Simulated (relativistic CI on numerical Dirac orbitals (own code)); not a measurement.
Calculated levels, Zr I

These numbers are calculated, not measured: Dirac-Coulomb-Breit CI, orbitals from a KLI potential per configuration, a model potential for QED, valence Slater integrals scaled by 0.85, configuration energies shifted to the measured levels that pair with them (semi-empirical) (own radial code, finite nucleus).

CI space (outside the closed core [Kr]): 4d²5s², 4d³5s, 4d²5s5p, 4d³5p, 4d⁴, 4d²5p², 4d5s²5p, 4d²5s5d, 5s²5p², 4d²5s5f, 4d²5s5g, 4d5s²6p, 4d³5d, 4d5s²4f, 4d²5s6s, 4d5s5p², 4d³4f, 4d5s²7s, 4d³6s, 4d5s²6d, 4d²5s6p, 4d5s²7p, 4d5s²5g, 4d³5g, 4d²5p6s, 4d²5d², 5s²5p5g, 4d5s²5f, 4d5s²6s, 4d³5f. Levels of other configurations are missing.

The lowest level is 4d²5s² ³F2, with 89 % of that term; Hund's rules for 4d²5s² give ³F with J = 2, in agreement.

```
No.  Configuration  Term  J  E (eV)   %  Next component (%)  Landé g  Lifetime (s)
  1         4d²5s²    ³F  2  0.0000  89         4 4d²5p² ³F    0.669              
  2         4d²5s²    ³F  3  0.0629  90         4 4d²5p² ³F    1.083      3.00e+02
  3         4d²5s²    ³F  4  0.1390  90         4 4d²5p² ³F    1.250      2.15e+02
  4         4d²5s²    ³P  0  0.5139  69         24 4d³5s ³P                       
  5         4d²5s²    ³P  2  0.5316  48               24 ¹D    1.351      8.04e+01
  6         4d²5s²    ³P  1  0.5318  69         25 4d³5s ³P    1.500              
  7          4d³5s    ⁵F  1  0.5543  98        1 4d²5s5d ⁵F    0.000              
  8          4d³5s    ⁵F  2  0.5695  98        1 4d²5s5d ⁵F    1.000      4.50e+03
  9          4d³5s    ⁵F  3  0.5920  98        1 4d²5s5d ⁵F    1.250              
 10          4d³5s    ⁵F  4  0.6217  98        1 4d²5s5d ⁵F    1.350              
 11         4d²5s²    ¹D  2  0.6391  56               20 ³P    1.147      2.62e+01
 12          4d³5s    ⁵F  5  0.6578  98        1 4d²5s5d ⁵F    1.400              
 13         4d²5s²    ¹G  4  1.0501  76         17 4d³5s ¹G    1.000      2.98e+01
 14          4d³5s    ⁵P  1  1.3506  97        2 4d5s5p² ⁵P    2.501      2.39e+01
 15          4d³5s    ⁵P  2  1.3649  97        2 4d5s5p² ⁵P    1.833      3.09e+01
 16          4d³5s    ⁵P  3  1.3892  97        2 4d5s5p² ⁵P    1.667      3.41e+01
 17          4d³5s    ³F  2  1.5198  88         5 4d²5p² ³F    0.668      5.81e-01
 18          4d³5s    ³F  3  1.5567  83                5 ³G    1.066      5.94e-01
 19          4d³5s    ³F  4  1.6061  73               16 ³G    1.215      6.41e-01
 20          4d³5s    ³G  3  1.6431  90                5 ³F    0.768      9.24e-01
 21          4d³5s    ³G  4  1.6634  78               15 ³F    1.082      9.53e-01
 22          4d³5s    ³G  5  1.6757  94            2 4d⁴ ³G    1.198      1.19e+00
 23        4d²5s5p   ⁵G°  2  1.8578  93               4 ³F°    0.350              
 24          4d³5s    ³D  1  1.8805  90        2 4d5s5p² ³D    0.519      3.14e-01
 25        4d²5s5p   ⁵G°  3  1.8999  95               2 ³F°    0.922              
 26          4d³5s    ³D  2  1.9019  91        2 4d5s5p² ³D    1.172      3.45e-01
 27          4d³5s    ³D  3  1.9355  92        2 4d5s5p² ³D    1.333      3.94e-01
 28        4d²5s5p   ⁵G°  4  1.9538  97       1 4d²5s6p ⁵G°    1.152              
 29          4d³5s    ³H  4  1.9641  95         2 4d²5p² ³H    0.803      4.36e-01
 30          4d³5s    ³H  5  1.9825  95         2 4d²5p² ³H    1.036      5.79e-01
 31          4d³5s    ³H  6  1.9973  96         2 4d²5p² ³H    1.167      7.10e-01
 32        4d²5s5p   ⁵G°  5  2.0183  98       1 4d²5s6p ⁵G°    1.267              
 33          4d³5s    ³P  0  2.0507  72           12 4d⁴ ³P               1.23e-01
 34          4d³5s    ³P  1  2.0801  72           12 4d⁴ ³P    1.481      1.27e-01
 35        4d²5s5p   ⁵G°  6  2.0924  98       1 4d²5s6p ⁵G°    1.334              
 36        4d²5s5p   ⁵F°  1  2.0978  91         5 4d³5p ⁵F°    0.016      2.07e-07
 37        4d²5s5p   ⁵F°  2  2.1201  90         5 4d³5p ⁵F°    1.000      2.04e-07
 38        4d²5s5p   ³F°  2  2.1356  52      21 4d5s²5p ³F°    0.696      2.50e-07
 39          4d³5s    ³P  2  2.1394  74           12 4d⁴ ³P    1.497      1.31e-01
 40        4d²5s5p   ⁵F°  3  2.1536  93         5 4d³5p ⁵F°    1.250      1.99e-07
 41        4d²5s5p   ³F°  3  2.1955  58      21 4d5s²5p ³F°    1.100      2.42e-07
 42        4d²5s5p   ⁵F°  4  2.1960  94         5 4d³5p ⁵F°    1.349      1.93e-07
 43        4d²5s5p   ⁵F°  5  2.2471  94         5 4d³5p ⁵F°    1.399      1.87e-07
 44        4d²5s5p   ³D°  1  2.2673  59      22 4d5s²5p ³D°    0.536      1.51e-07
 45          4d³5s    ³P  1  2.2676  68        14 4d²5s² ³P    1.459      4.16e-02
```

Energies count from the lowest computed level; ° marks odd parity; lifetimes are radiative, by E1, M1, E2 decay to levels of this space only; some are left blank where a channel outside the calculation adds to the decay or the decay crosses a small, uncertain gap.

The mean weight of the leading LS term, summed over parents, in these 45 levels is 85 %, and that of the leading jj configuration (from the same eigenvectors) 52 %, so LS coupling describes them better.

Configurations whose levels could be paired with our table of measured levels were shifted onto them, all but the ground configuration, by the median error of their levels; single terms can still be off by 1,000 to 2,000 cm⁻¹ or more, and rates follow the energies as ν³ (E1, M1) or ν⁵ (E2). The others borrow a shift and can be off by several thousand cm⁻¹ or more. The fine structure of a lone outer electron comes out too small, for d and f at times inverted, and misplaced configurations move strength between like terms. 50 of the 62 excited levels that our extract of the measured tables holds in this range could be paired (the sources list more); they are missed by 598 cm⁻¹ on average and 8554 at most, after the shifts were fitted to these levels, and levels without a partner can miss by more. Some levels of the ground configuration have no partner and can miss by 10 % or more.

Landé's interval rule says that E(J) − E(J−1) = AJ with one A. For the ground term the intervals give A = 169.2, 153.3 cm⁻¹ for J = 3, 4; the multiplet is regular.

LS names give the leading component of a level, which can be under half, so a name can repeat, a term be missing and a line seem to break the LS rules.
